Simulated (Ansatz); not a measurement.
The molecule MgAl-, multiplicity 3 (lowest of 2S+1 = 1, 3 at CCSD(T)/def2-TZVPP on PBE0 minima; our sources give no spin for the ground state, which may be another). The T1 diagnostic near the minimum is 0.066, so single-reference values are doubtful.

Seven points along R, fitted to fifth degree in 1/R; most abundant isotopes. Runs in def2 and cc sets follow the lowest solution found near the PBE0 minimum.

The values were computed with Ansatz (an electronic-structure program). Each number belongs to the level named beside it.

Energies at B3LYP/def2-TZVPP:

| R (Å) | E (hartree) |
|---|---|
| 2.531990 | -442.51214899 |
| 2.600054 | -442.51382503 |
| 2.662673 | -442.51472182 |
| 2.733460 | -442.51514347 |
| 2.804247 | -442.51507361 |
| 2.885924 | -442.51453524 |
| 2.981214 | -442.51347088 |

Problem. With a reduced mass of 12.6976 u, find the minimum, the force constant and the constants.

Solution. A fifth-degree polynomial in 1/R puts the minimum at r_e = 2.7568 Å with force constant 39.0 N/m. Then ω_e = (1/2πc)√(k/μ) = 228 cm⁻¹ and B_e = h/(8π²cμr_e²) = 0.1747 cm⁻¹; the cubic and quartic terms give α_e = 0.0020 and ω_e x_e = 2.3 cm⁻¹.
